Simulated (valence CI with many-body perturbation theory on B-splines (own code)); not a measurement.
# Ir XXVII: calculated level list

Method: valence CI with perturbative core correlation (CI+MBPT): five valence electrons over a frozen Dirac-Fock core [Kr] 4d10, a basis of 7 s, 7 p, 7 d, 7 f, 4 g, 2 h functions for each j, with the one-electron correlation potential Σ1 (screened to all orders), the two-electron term Σ2, the three-electron term Σ3, Breit, model QED; selected single and double excitations, second order for the rest (own B-spline code, finite nucleus).

No measured spectrum was set against this ion. As an estimate, large intervals hold to a few tenths of a per cent, small ones and those within an open d or f shell to about a per cent. Core correlation moves these levels by up to 4100 cm⁻¹, and in measured spectra 5 to 20 % of such shifts remained as error; rates that hang on mixing are uncertain with them. Among the levels kept, up to 820 cm⁻¹ of a level comes from second order outside the variational space, and about a tenth of that is noise between levels of different J, which matters for small intervals. Only levels of the ground parity were solved; by the run's estimate the other parity begins above the list, which can be wrong where configurations are misplaced.

Levels 1 to 45 of 50, with energies above the lowest level, 4f⁵ ⁶H°_5/2. "Leading %" is the weight of the configuration and term that name the level; weights of strongly mixed levels are sums over their largest components and can fall short. In the jj column 3d3/2^4 stands for four electrons in 3d with j = 3/2. Lifetimes count E1, E2, E3, M1 and M2 decay at the calculated energies, and are blank where another channel may lead or the interval is too uncertain; long ones can be off by a factor of two.

```tsv
No.	Configuration	Term	J	E (cm⁻¹)	Leading %	Lifetime	Leading jj	g
1	4f⁵	⁶H°	5/2	0.0	60		4f5/2^5 (57 %)	0.447
2	4f⁵	⁶H°	7/2	15149	78	4.26 ms	4f5/2^4 4f7/2 (70 %)	0.868
3	4f⁵	⁶H°	9/2	27735	84	5.65 ms	4f5/2^3 4f7/2^2 (58 %)	1.063
4	4f⁵	⁶F°	5/2	28437	41	3.34 ms	4f5/2^4 4f7/2 (50 %)	1.098
5	4f⁵	⁶F°	3/2	29646	65	9.34 ms	4f5/2^4 4f7/2 (76 %)	0.953
6	4f⁵	⁶F°	1/2	31559	79	1.16 s	4f5/2^4 4f7/2 (56 %)	-0.506
7	4f⁵	⁶H°	11/2	37649	78	12.3 ms	4f5/2^3 4f7/2^2 (46 %)	1.162
8	4f⁵	⁶F°	7/2	41500	64	4.95 ms	4f5/2^3 4f7/2^2 (49 %)	1.306
9	4f⁵	⁶H°	13/2	45229	64	37.3 ms	4f5/2^3 4f7/2^2 (41 %)	1.204
10	4f⁵	⁶H°	15/2	47842	31	2.23 s	4f5/2^4 4f7/2 (65 %)	1.141
11	4f⁵	⁶F°	9/2	53051	71	11.1 ms	4f5/2^3 4f7/2^2 (43 %)	1.363
12	4f⁵	⁶F°	5/2	58007	40	569 μs	4f5/2^3 4f7/2^2 (64 %)	0.967
13	4f⁵	⁴M°	15/2	62617	41	4.69 ms	4f5/2^3 4f7/2^2 (55 %)	1.030
14	4f⁵	⁶F°	11/2	63351	66	18.3 ms	4f5/2^3 4f7/2^2 (37 %)	1.368
15	4f⁵	⁴F°	3/2	66286	71	836 μs	4f5/2^3 4f7/2^2 (73 %)	0.579
16	4f⁵	⁴I°	9/2	69259	62	913 μs	4f5/2^3 4f7/2^2 (53 %)	0.835
17	4f⁵	⁴L°	13/2	69630	45	2.18 ms	4f5/2^4 4f7/2 (43 %)	0.945
18	4f⁵	⁴K°	11/2	70360	49	1.32 ms	4f5/2^4 4f7/2 (41 %)	0.921
19	4f⁵	⁴P°	5/2	73154	31	933 μs	4f5/2^3 4f7/2^2 (55 %)	1.364
20	4f⁵	⁴G°	7/2	75699	44	777 μs	4f5/2^3 4f7/2^2 (56 %)	1.045
21	4f⁵	⁴M°	17/2	78490	64	2.94 ms	4f5/2^3 4f7/2^2 (95 %)	1.007
22	4f⁵	²P°	1/2	81429	65	837 μs	4f5/2^3 4f7/2^2 (51 %)	0.416
23	4f⁵	⁶P°	3/2	84877	50	3.06 ms	4f5/2^3 4f7/2^2 (71 %)	1.956
24	4f⁵	⁴G°	9/2	88201	48	2.17 ms	4f5/2^3 4f7/2^2 (79 %)	1.078
25	4f⁵	⁴L°	15/2	88322	43	2.48 ms	4f5/2^3 4f7/2^2 (73 %)	1.004
26	4f⁵	⁴M°	19/2	89912	61	22.5 ms	4f5/2^3 4f7/2^2 (70 %)	1.060
27	4f⁵	⁴H°	7/2	92190	38	930 μs	4f5/2^3 4f7/2^2 (45 %)	0.843
28	4f⁵	⁴F°	5/2	92274	54	638 μs	4f5/2^2 4f7/2^3 (48 %)	0.893
29	4f⁵	⁴H°	11/2	93747	37	3.05 ms	4f5/2^3 4f7/2^2 (57 %)	1.108
30	4f⁵	⁴I°	9/2	94099	25	881 μs	4f5/2^4 4f7/2 (44 %)	1.047
31	4f⁵	⁴K°	13/2	94734	47	1.73 ms	4f5/2^3 4f7/2^2 (67 %)	0.946
32	4f⁵	⁴M°	21/2	95049	54	408 ms	4f5/2^3 4f7/2^2 (75 %)	1.087
33	4f⁵	²K°	15/2	95257	28	784 μs	4f5/2^3 4f7/2^2 (46 %)	1.072
34	4f⁵	⁴L°	17/2	98236	38	29.6 ms	4f5/2^3 4f7/2^2 (83 %)	1.026
35	4f⁵	⁴D°	7/2	99936	43	1.18 ms	4f5/2^3 4f7/2^2 (54 %)	1.446
36	4f⁵	⁴I°	11/2	100470	52	594 μs	4f5/2^2 4f7/2^3 (65 %)	0.941
37	4f⁵	⁴I°	13/2	100700	45	1.24 ms	4f5/2^3 4f7/2^2 (65 %)	1.050
38	4f⁵	⁶P°	5/2	102380	35	854 μs	4f5/2^3 4f7/2^2 (51 %)	1.416
39	4f⁵	⁴H°	13/2	103770	34	955 μs	4f5/2^3 4f7/2^2 (62 %)	1.098
40	4f⁵	⁴D°	3/2	106420	46	645 μs	4f5/2^2 4f7/2^3 (52 %)	1.323
41	4f⁵	⁴G°	9/2	108010	24	771 μs	4f5/2^2 4f7/2^3 (39 %)	1.050
42	4f⁵	⁴G°	7/2	108670	58	490 μs	4f5/2^3 4f7/2^2 (50 %)	0.970
43	4f⁵	⁴F°	7/2	109880	47	847 μs	4f5/2^2 4f7/2^3 (48 %)	1.135
44	4f⁵	⁴K°	17/2	111770	55	1.30 ms	4f5/2^2 4f7/2^3 (91 %)	1.095
45	4f⁵	⁴G°	5/2	111840	68	855 μs	4f5/2^2 4f7/2^3 (49 %)	0.721
```

Names give the largest LS component (configuration and term), which can be under half, so a name can repeat, a term be missing and a line seem to break the LS rules; names also repeat where a configuration has a term twice.

Where two levels of one J and parity lie close, their mixing, g and order are uncertain.

The ionisation energy to 4f⁴ ⁵I4 of the next ion comes out as 849.29 eV (NIST: 870 ± 40 eV (theoretical)). All 50 levels together are meant to be complete up to 116490 cm⁻¹.
